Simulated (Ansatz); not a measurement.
C2H3AlClNO (`[CH3][Al]([Cl])[N]=C=O`) from Hartree–Fock to CCSD(T)

```xyz
9

C     0.562    1.537   -0.562
Al   -0.611    0.027   -0.331
Cl   -2.490   -0.092   -1.241
N    -0.145   -1.345    0.673
C     0.030   -2.339    1.316
O     0.216   -3.301    1.946
H     1.505    1.222   -1.019
H     0.119    2.312   -1.190
H     0.813    1.979    0.407
```

The species carries charge 0 and has multiplicity 1. Geometry: relaxed with PBE0-D4/def2-TZVP. It is one conformer, not always the lowest. Frozen core, restricted reference, the Gaussian-basis code of Ansatz. CBS rows extrapolate triple and quadruple zeta; past MP2 they add the triple-zeta difference.

```
     basis     HF (Eh)  MP2 corr.  CCSD corr.       (T)  CCSD(T) total
  def2-SVP  -907.99372   -0.78402    -0.81558  -0.02734     -908.83664
def2-TZVPP  -908.48059   -0.99524    -1.02240  -0.04712     -909.55011
def2-QZVPP  -908.50926   -1.07342           –         –              –
 CBS(def2)  -908.51321   -1.13133    -1.15849     as TZ     -909.71882
```
